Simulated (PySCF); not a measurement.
## Electron correlation in He (helium, neutral)

1s1 2s1, high-spin 3S determinant (an excited configuration). Calculation: PySCF 2.14, in aug-cc-pV5Z (6s5p4d3f2g, 80 functions); no relativity, point nucleus. Frozen: nothing; 2 electrons correlated.

With two correlated electrons CCSD is exact within the correlated space (frozen core and kept virtual orbitals).

```csv
level,correlation energy (mhartree)
CCSD,-1.05
```

Diagnostics: T1 = 0.0016, D1 = 0.0033, largest double amplitude 0.010.

The outer electron is Rydberg-like, and this basis confines it to a smaller radius and binds it less than a complete one would.

Cost of the coupled-cluster step: about 5 core-seconds, for 2 correlated electrons.
